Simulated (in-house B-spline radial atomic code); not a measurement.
**Ionising the germanium ion Ge²⁺ with different functionals**

Computed with an all-electron radial atomic-structure program (B-spline basis): scalar-relativistic (spin-free X2C) Hamiltonian, Fermi nucleus of rms radius 4.0742 fm, spin-polarised at highest spin, spherical fractional occupations for the functionals, and exact exchange of hybrids averaged over the configuration. The ionisation energy is the difference of two self-consistent energies, [Ar] 3d10 4s2 → [Ar] 3d10 4s1, without Breit or QED terms; ε is the level of the shell that loses the electron (its least bound occupied spin orbital). There is no spin-orbit coupling in this Hamiltonian.

| method | rung | ΔSCF (eV) | -ε(4s) (eV) |
| --- | --- | --- | --- |
| PBE0 | global hybrid | 34.03 | 30.27 |
| B3LYP | global hybrid | 34.49 | 30.30 |
| TPSSh | global hybrid | 33.96 | 29.60 |
| BHandHLYP | global hybrid | 33.96 | 31.36 |
| r2SCAN0 | global hybrid | 33.84 | 30.52 |
| B97-1 | global hybrid | 34.34 | 30.03 |
| HSE06 | range-separated hybrid | 34.11 | 29.99 |
| wB97X | range-separated hybrid | 34.27 | 32.96 |
| CAM-B3LYP | range-separated hybrid | 34.46 | 31.95 |
| LC-wPBE | range-separated hybrid | 34.05 | 33.25 |

(1) Among the functionals, which spreads more, the ΔSCF values or the orbital energies?

(2) How do they compare with the NIST value?

## Answers

(1) The orbital energies: ΔSCF values span about 0.65 eV and the orbital energies 3.65 eV; here energy differences depend much less on the functional than eigenvalues do.

(2) NIST lists 34.058 eV ± 0.0012 (measured, ground level to ground level). Errors run from -0.22 to +0.44 eV; LC-wPBE is closest (-0.01 eV), but part of that can be cancellation, since the calculations leave out Breit-QED terms.
